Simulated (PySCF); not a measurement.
Compound: C₇H₆O.
Structure used (GFN2-xTB), in Å, numbered top down from 1:
```
atom  x, y, z in Å
C1    -2.9660    0.8722    0.4800
C2    -2.1784    0.0679    0.0760
C3    -1.2001   -0.8927   -0.4037
C4     0.1901   -0.3731   -0.2161
C5     0.9006   -0.0780    0.9095
C6     2.1633    0.3886    0.4676
C7     2.1238    0.3431   -0.8899
O8     0.9327   -0.1162   -1.3129
H9    -3.6664    1.5701    0.8298
H10   -1.3282   -1.8312    0.1451
H11   -1.3658   -1.0795   -1.4676
H12    0.5648   -0.1773    1.9212
H13    2.9820    0.7096    1.0782
H14    2.8470    0.5958   -1.6395
```

Definitions: NICS(0) = −σiso at the ring centroid; NICS(1) = −σiso and NICS(1)zz = −σzz at ±1 Å along the ring normal z. Level: GIAO PBE0/pcSseg-1 (PySCF, non-relativistic, gas phase) on the GFN2-xTB geometry, one conformer.

Ring bond lengths (Å), with Mayer bond orders in brackets: C4–C5 1.363 (1.56), C5–C6 1.417 (1.27), C6–C7 1.359 (1.61), C7–O8 1.345 (1.09), O8–C4 1.349 (1.06).

Q: Give the NICS values of each ring in ppm.

A: 
```json
{"ring": "C4–C5–C6–C7–O8", "type": "5-membered ring with O; formal bonds all aromatic", "NICS(0)": "-12.1", "NICS(1), two faces": "-10.3 / -10.4", "NICS(1)zz, two faces": "-26.3 / -26.9", "rms pucker (Å)": "0.00", "centre to ring atoms, mean (Å)": "1.16"}
```

Q: What can be read from them?

A: 
- C4–C5–C6–C7–O8: mean NICS(1)zz -26.6 ppm, shielded, aromatic by this magnetic criterion (flat ring, no four-coordinate atom).

Q: And the bond-length index? HOMA = 1 − mean of α(R − Ropt)² over the ring bonds, with Krygowski's 1993 parameters (CC: Ropt 1.388 Å, α 257.7 Å⁻²; CO: Ropt 1.265 Å, α 157.38 Å⁻²).

A: 
- C4–C5–C6–C7–O8: HOMA 0.46; the largest term is that of O8–C4, α(R − Ropt)² = 1.12.

Q: At the first NICS(1) probe listed for ring C4–C5–C6–C7–O8, 1 Å off the ring, what do the in-plane components average?

A: The isotropic value is a third of the trace: (3 × -10.3 − (-26.3))/2 = -2.3 ppm.

Q: Give the inner angles of the rings and the Hirshfeld charges of the ring atoms.

A: 
- C4–C5–C6–C7–O8: C4 110.1° (+0.066 e), C5 106.2° (-0.093 e), C6 105.9° (-0.090 e), C7 110.6° (0.000 e), O8 107.3° (-0.061 e); sum 540.0° against 540° for a flat convex ring.

Q: What are the shieldings of the ring atoms and their hydrogens in the same run (means over atoms taken as equivalent)?

A: 
```tsv
atoms	environment	σ isotropic (ppm)	principal values of the symmetric part, first atom (ppm)
C4	substituted aromatic carbon	29.9	-47.6, 39.9, 97.6
C5	aromatic CH carbon	71.5	-14.2, 66.2, 162.5
C6	aromatic CH carbon	68.2	-20.6, 64.6, 160.5
C7	aromatic CH next to a ring oxygen	42.3	-33.2, 51.7, 108.3
O8	furan-type oxygen	26.2	-99.3, -50.9, 228.7
H12	aromatic hydrogen	25.05	22.6, 24.7, 27.9
H13	aromatic hydrogen	25.01	23.2, 25.7, 26.1
H14	aromatic hydrogen	24.36	21.4, 25.3, 26.4
```
